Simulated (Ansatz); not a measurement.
Correlation energies of `OBNCO` by basis set

```xyz
11

O     0.040    1.959   -0.177
B    -0.954    1.046   -0.355
N    -0.769   -0.330   -0.073
C     0.398   -0.879    0.557
O     1.591   -0.521   -0.111
H     0.887    1.539    0.020
H    -2.012    1.423   -0.769
H    -1.513   -0.979   -0.255
H     0.291   -1.968    0.623
H     0.532   -0.489    1.571
H     1.510   -0.800   -1.029
```

The species carries charge 0 and has multiplicity 1. All single points use the PBE0-D4/def2-TZVP geometry. It is one conformer, not always the lowest. Frozen core, restricted reference, the Gaussian-basis code of Ansatz. CBS rows extrapolate triple and quadruple zeta.

```tsv
basis	HF (Eh)	MP2 corr.
def2-TZVPP	-270.42339	-0.96424
def2-QZVPP	-270.43638	-1.03626
```

Task: Estimate the CCSD correlation energy and the (T) correction in each basis where they were run (hartree).

Result: 
```csv
basis,CCSD corr.,(T)
def2-TZVPP,-0.99149,-0.03730
def2-QZVPP,-1.05295,-0.04204
CBS(def2),-1.09848,-0.04556
```
